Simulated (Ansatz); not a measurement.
Reaction: GeSiH5 (SMILES [GeH2][SiH3], doublet) → GeSiH5 (SMILES [SiH2][GeH3], doublet)
Each species at its own B3LYP-D3(BJ)/def2-TZVP minimum (Ansatz, an electronic-structure program).

Quantity: isomerisation energy (electronic), in kcal/mol. UHF or UKS for unpaired electrons; spin-orbit terms are left out. Correlated methods leave the cores frozen (noble-gas shells, and filled d and f shells in the p block). No relativity. CBS(X,Y): correlation extrapolated as X^-3, Hartree-Fock from the larger set. A bracket is a step between two methods taken in the basis named.

CCSD(T)/CBS(def2-TZVPP,def2-QZVPP) + [CCSDT(Q) - CCSD(T)]/def2-SVP (Ansatz) gives 7.6 kcal/mol.

Q: How far off this value is PBE/def2-TZVPD (Ansatz), in which direction, and how far these levels: B3LYP/def2-TZVPD, PBE0/def2-TZVPD, CCSD(T)/CBS(def2-TZVPP,def2-QZVPP)?

A: PBE gives 5.7 kcal/mol, 1.9 kcal/mol below it. Differences of the others: B3LYP/def2-TZVPD (Ansatz) -0.6; PBE0/def2-TZVPD (Ansatz) -1.7; CCSD(T)/CBS(def2-TZVPP,def2-QZVPP) (Ansatz) 0.0 kcal/mol.
